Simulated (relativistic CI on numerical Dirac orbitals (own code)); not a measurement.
Radial parameters of Nb²⁴⁺

These numbers are calculated, not measured: Dirac-Coulomb-Breit CI, KLI orbitals optimised for each configuration, model QED, unscaled Slater integrals (own radial code, finite nucleus).

Slater integrals F^k, G^k are unscaled and averaged over j, outside the closed core [Ne]; ζ comes from projecting the Hamiltonian with its Breit term on Σ l·s of the shell.

- 3s2 3p5: ζ(3p) = 111730 cm⁻¹; <r>(3p) = 0.386, <r^2>(3p) = 0.1717 (bohr units).
- 3s2 3p4 3d: F^2(3p,3p) = 257430, ζ(3p) = 111550, F^2(3p,3d) = 257990, G^1(3p,3d) = 279320, G^3(3p,3d) = 185640, ζ(3d) = 13490 cm⁻¹; <r>(3p) = 0.3865, <r^2>(3p) = 0.1722, <r>(3d) = 0.3469, <r^2>(3d) = 0.1396 (bohr units).
- 3s 3p5 3d: G^1(3s,3p) = 327230, ζ(3p) = 111470, G^2(3s,3d) = 210040, F^2(3p,3d) = 257750, G^1(3p,3d) = 279200, G^3(3p,3d) = 185520, ζ(3d) = 13622 cm⁻¹; <r>(3s) = 0.396, <r^2>(3s) = 0.1784, <r>(3p) = 0.3868, <r^2>(3p) = 0.1725, <r>(3d) = 0.3473, <r^2>(3d) = 0.1399 (bohr units).

Averages of the first 10 configurations, taken without configuration mixing, which lowers the lowest level and can move excited configurations by several eV; other configurations of the list can lie among them:

```json
{"Configuration": "3s2 3p5", "Parity": "odd", "States": "6", "Average energy above the lowest level (eV)": "13.9"}
{"Configuration": "3s 3p6", "Parity": "even", "States": "2", "Average energy above the lowest level (eV)": "117.8"}
{"Configuration": "3s2 3p4 3d", "Parity": "even", "States": "150", "Average energy above the lowest level (eV)": "137.5"}
{"Configuration": "3s 3p5 3d", "Parity": "odd", "States": "120", "Average energy above the lowest level (eV)": "236.6"}
{"Configuration": "3p6 3d", "Parity": "even", "States": "10", "Average energy above the lowest level (eV)": "346.7"}
{"Configuration": "3s 3p4 3d2", "Parity": "even", "States": "1350", "Average energy above the lowest level (eV)": "359.4"}
{"Configuration": "3s2 3p3 3d 4p", "Parity": "even", "States": "1200", "Average energy above the lowest level (eV)": "742.0"}
{"Configuration": "3p6 4s", "Parity": "even", "States": "2", "Average energy above the lowest level (eV)": "793.7"}
{"Configuration": "3s2 3p4 4s", "Parity": "even", "States": "30", "Average energy above the lowest level (eV)": "582.6"}
{"Configuration": "3s 3p4 3d 4s", "Parity": "even", "States": "600", "Average energy above the lowest level (eV)": "800.4"}
```
